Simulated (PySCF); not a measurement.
## Unknowns

[PySCF: structure optimised with GFN2-xTB; NMR shieldings at PBE0/pcSseg-1/GIAO; isolated molecule; relativity neglected; a single conformation; rapidly exchanging positions averaged]

Shifts are taken against calculated references (same method and geometry level): ¹H, ¹³C vs TMS. Where no couplings were computed, multiplicities follow the n + 1 count of equivalent neighbours, and m marks all less simple cases (inequivalent or close neighbours, rings, F or P nearby). Shifts are as computed. Against solution values, carbons near 30 ppm lie about +3 ppm off and those near 130 ppm about +5 ppm. Of 1211 compounds with measured shifts, 218 miss one by over three times the rms of a fit or turn the order of signals round; such compounds aren't used in these exercises.

Problem. C5H9N3O. ¹H NMR (500 MHz, computed): δ 4.26 (s, 3H), 3.97 (s, 3H), 2.34 (s, 3H). ¹³C{¹H} NMR (computed): δ 165.4 (C), 119.5 (C), 57.7 (CH3), 35.6 (CH3), 8.7 (CH3). Identify the compound.

Solution. `COc1nnn(C)c1C`. The formula gives 3 degrees of unsaturation (1 ring in the answer). 5 carbon signals for 5 carbons: no two carbons are equivalent. Carbon types of the structure: 2 × C, 3 × CH3, which accounts for all hydrogens. δC 165.4: aromatic carbon bearing oxygen; the electronegative substituent deshields the carbon that carries it. δC 119.5: substituted aromatic carbon next to a ring nitrogen. δC 35.6: methyl carbon bonded to N; the inductive effect lowers its shielding. δH 2.34: hydrogen on a methyl carbon on an aromatic ring; benzylic-type position, deshielded by the ring.

The data come from this structure; uniqueness wasn't tested.

Problem. C5H9N3O. ¹H NMR (600 MHz, computed): δ 4.06 (s, 3H), 4.02 (s, 3H), 2.37 (s, 3H). ¹³C{¹H} NMR (computed): δ 166.2 (C), 132.8 (C), 57.9 (CH3), 41.2 (CH3), 11.5 (CH3). What is it?

Solution. SMILES COc1nn(C)nc1C. Rings plus π bonds: 3 (1 ring in the answer). 5 carbon signals for 5 carbons: no two carbons are equivalent. Carbon types of the structure: 2 × C, 3 × CH3, which accounts for all hydrogens. δC 166.2: aromatic carbon bearing oxygen; the electronegative substituent deshields the carbon that carries it. δC 132.8: substituted aromatic carbon next to a ring nitrogen. δC 41.2: methyl carbon bonded to N; pulled downfield by the heteroatom. δH 4.06: hydrogen on a methyl carbon bonded to O; its carbon carries O, which withdraws density.

The shifts were computed for this structure.
